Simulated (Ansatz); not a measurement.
C$_{2}$H$_{3}$F$_{3}$Se (`C[Se]C(F)(F)F`), relaxed with RKS PBE0-D4/def2-TZVP in Ansatz 0.2.0 from a PBE-D4/def2-SVP geometry. The force threshold is 0.005 eV/Å; the program also tests the step.

Total charge 0; spin multiplicity 1.

Start:

```xyz
9

C    -1.467   -0.076    0.109
Se   -0.109   -0.802   -1.104
C     1.407    0.035   -0.159
F     1.313    1.382   -0.137
F     2.544   -0.303   -0.792
F     1.496   -0.374    1.125
H    -2.443   -0.453   -0.251
H    -1.457    1.028    0.070
H    -1.284   -0.437    1.138
```

(1) By how much does the energy fall, and how many steps does the optimiser take? (An estimate is asked.)

(2) Which bonds change most? (An estimate is asked.)

(3) Give the relaxed structure. (An estimate is asked.)

Results:

(1) Ansatz gave: 3.95 kJ/mol, in 5 steps, 1 of them rejected.

(2) The calculation gave: Se2–C3 from 1.973 to 1.952 Å; C1–Se2 from 1.961 to 1.941 Å; C1–H9 from 1.105 to 1.088 Å; C1–H8 from 1.105 to 1.088 Å.

(3) The calculation gave: 
```xyz
9

C    -1.465   -0.074    0.113
Se   -0.110   -0.789   -1.080
C     1.401    0.035   -0.158
F     1.323    1.368   -0.137
F     2.523   -0.303   -0.791
F     1.506   -0.363    1.112
H    -2.416   -0.451   -0.260
H    -1.461    1.013    0.076
H    -1.301   -0.435    1.126
```
